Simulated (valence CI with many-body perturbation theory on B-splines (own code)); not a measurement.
**E1 transitions of Re³⁺**

Method: configuration interaction combined with many-body perturbation theory (CI+MBPT): four valence electrons over a frozen Dirac-Fock core [Xe] 4f14, a basis of 7 s, 7 p, 8 d, 6 f, 4 g, 1 h functions for each j, with the one-electron correlation potential Σ1 (screened to all orders), the two-electron term Σ2, the three-electron term Σ3, Breit, model QED; selected single and double excitations, second order for the rest, scaled by the run's own slope (own B-spline code, finite nucleus).

Against 69 measured levels this calculation errs by 865 cm⁻¹ on average and by 2063 at most. These come from a selection out of Brasseur, Gamrath and Quinet, At. Data Nucl. Data Tables 157, 101636 (2024). Levels without a partner in it may be off by more, other configurations by 1,000 to 8,000 cm⁻¹. Among the levels kept, up to 360 cm⁻¹ of a level comes from second order outside the variational space, and about a tenth of that is noise between levels of different J, which matters for small intervals.

Lines 1 to 50 of 573 in falling wavelength, among levels below 166561 cm⁻¹, chosen from the strongest by gf and those to the six lowest levels. Wavelengths and rates use the calculated energies, so an error of 900 cm⁻¹ moves a line at 2130 Å by 1.9 % and its rate by three times that or more. Electric multipoles are in the length gauge, E1 and E2 with the static RPA response of the core. Weak lines are less certain than strong ones. Lines between different terms over intervals too small for the method are left out, as are lines whose strength nearly cancels. Where a level lies close to another of its J and parity, the split of strength between their lines is uncertain. The highest levels of a list are the least certain.

Names give the largest LS component (configuration and term), which can be under half, so a name can repeat, a term be missing and a line seem to break the LS rules; names also repeat where a configuration has a term twice. Letters in brackets count levels of one name in rising energy.

```csv
λ vac (Å),λ from measured levels,Upper,Lower,A (s⁻¹),S (a.u.) with core polarisation,S without
2148,,5d³6p ³G°_5 [a],5d³6s ³H_5 [a],2.61e+07,1.40e+00,1.68e+00
2130,2095,5d³6p ⁵G°_4,5d³6s ³G_3,4.53e+07,1.94e+00,2.32e+00
2120,,5d³6p ¹G°_4 [a],5d³6s ¹F_3,5.48e+07,2.32e+00,2.76e+00
2044,,5d³6p ³G°_5 [a],5d³6s ³G_4,7.21e+07,3.34e+00,3.99e+00
2027,1991,5d³6p ⁵F°_3 [a],5d³6s ³G_3,4.32e+07,1.24e+00,1.48e+00
2024,,5d³6p ³H°_6 [a],5d³6s ¹H_5,5.57e+07,2.96e+00,3.54e+00
2020,,5d³6p ³H°_5 [a],5d³6s ¹H_5,3.18e+07,1.42e+00,1.70e+00
2014,,5d³6p ³H°_4 [a],5d³6s ¹G_4,3.51e+07,1.27e+00,1.52e+00
1923,,5d³6p ⁵D°_4 [a],5d³6s ³G_4,7.66e+07,2.42e+00,2.88e+00
1913,,5d³6p ³H°_5 [b],5d³6s ¹H_5,5.51e+07,2.09e+00,2.51e+00
1893,,5d³6p ⁵F°_5,5d³6s ³F_4 [a],7.57e+07,2.79e+00,3.29e+00
1884,,5d³6p ³F°_4 [b],5d³6s ³F_4 [b],3.92e+07,1.16e+00,1.40e+00
1878,,5d³6p ³F°_2 [d],5d³6s ³F_2 [b],9.94e+07,1.62e+00,1.94e+00
1877,,5d³6p ⁵F°_4,5d³6s ³F_3 [a],8.54e+07,2.51e+00,2.96e+00
1875,,5d³6p ³F°_3 [c],5d³6s ³F_3 [b],5.51e+07,1.25e+00,1.51e+00
1858,,5d³6p ³H°_4 [b],5d³6s ³F_4 [a],4.91e+07,1.40e+00,1.67e+00
1850,,5d³6p ³H°_6 [a],5d³6s ³H_5 [b],5.16e+07,2.10e+00,2.49e+00
1846,,5d³6p ³H°_5 [a],5d³6s ³H_5 [b],9.45e+07,3.23e+00,3.89e+00
1843,1833,5d³6p ⁵G°_2,5d³6s ⁵F_2,1.16e+08,1.79e+00,2.14e+00
1841,,5d³6p ⁵G°_5,5d³6s ³H_5 [a],1.37e+08,4.63e+00,5.55e+00
1835,,5d³6p ⁵D°_1 [a],5d³6s ⁵P_1,1.26e+08,1.15e+00,1.38e+00
1833,,5d³6p ³H°_4 [a],5d³6s ³G_4,6.36e+07,1.74e+00,2.10e+00
1825,,5d³6p ³D°_1 [b],5d³6s ³D_2 [a],2.08e+08,1.88e+00,2.25e+00
1824,,5d³6p ⁵F°_4,5d³6s ³H_5 [a],5.87e+07,1.58e+00,1.90e+00
1824,,5d³6p ¹G°_4 [a],5d³6s ³F_4 [c],5.03e+07,1.36e+00,1.61e+00
1817,,5d³6p ³F°_3 [d],5d³6s ³F_4 [b],1.24e+08,2.57e+00,3.07e+00
1815,,5d³6p ³D°_2 [b],5d³6s ³D_3 [a],2.67e+08,3.94e+00,4.72e+00
1814,,5d³6p ³G°_3 [b],5d³6s ¹G_4,1.36e+08,2.80e+00,3.33e+00
1809,,5d³6p ⁵D°_1 [a],5d³6s ⁵P_2,1.29e+08,1.13e+00,1.36e+00
1800,,5d³6p ⁵D°_2 [a],5d³6s ⁵P_2,1.54e+08,2.21e+00,2.65e+00
1800,,5d³6p ³H°_4 [b],5d³6s ¹G_4,7.82e+07,2.02e+00,2.40e+00
1796,,5d³6p ³H°_4 [a],5d³6s ³G_3,1.54e+08,3.96e+00,4.70e+00
1795,,5d³6p ⁵D°_4 [b],5d³6s ¹H_5,5.29e+07,1.36e+00,1.62e+00
1792,,5d³6p ³D°_3 [b],5d³6s ³F_4 [c],8.24e+07,1.64e+00,1.96e+00
1782,,5d³6p ³G°_4 [c],5d³6s ³F_4 [c],1.18e+08,2.97e+00,3.53e+00
1778,,5d³6p ³H°_6 [a],5d³6s ³H_6,3.00e+08,1.08e+01,1.30e+01
1778,1769,5d³6p ⁵G°_2,5d³6s ⁵F_1,3.40e+08,4.71e+00,5.64e+00
1774,,5d³6p ³H°_5 [a],5d³6s ³H_6,1.29e+08,3.92e+00,4.72e+00
1773,,5d³6p ³H°_6 [b],5d³6s ¹H_5,3.44e+07,1.23e+00,1.43e+00
1772,,5d³6p ⁵F°_3 [b],5d³6s ⁵P_3,6.15e+07,1.18e+00,1.42e+00
1770,1759,5d³6p ⁵G°_3,5d³6s ⁵F_3,2.08e+08,3.98e+00,4.78e+00
1768,,5d³6p ³H°_4 [b],5d³6s ³F_3 [a],5.24e+07,1.29e+00,1.53e+00
1764,,5d³6p ⁵G°_5,5d³6s ³G_4,1.19e+08,3.54e+00,4.22e+00
1764,,5d³6p ³G°_3 [a],5d³6s ³F_2 [a],1.10e+08,2.08e+00,2.40e+00
1757,,5d³6p ³F°_3 [b],5d³6s ³D_3 [a],1.25e+08,2.34e+00,2.79e+00
1752,,5d³6p ⁵F°_5,5d³6s ³H_5 [a],4.82e+07,1.41e+00,1.69e+00
1751,,5d³6p ³F°_2 [c],5d³6s ³P_1 [b],9.31e+07,1.23e+00,1.45e+00
1749,,5d²6s6p ⁵F°_2 [a],5d³6s ³D_3 [b],8.75e+07,1.15e+00,1.39e+00
1749,,5d³6p ⁵F°_4,5d³6s ³G_4,6.24e+07,1.48e+00,1.77e+00
1748,,5d³6p ³G°_4 [b],5d³6s ³H_5 [b],1.19e+08,2.82e+00,3.38e+00
```
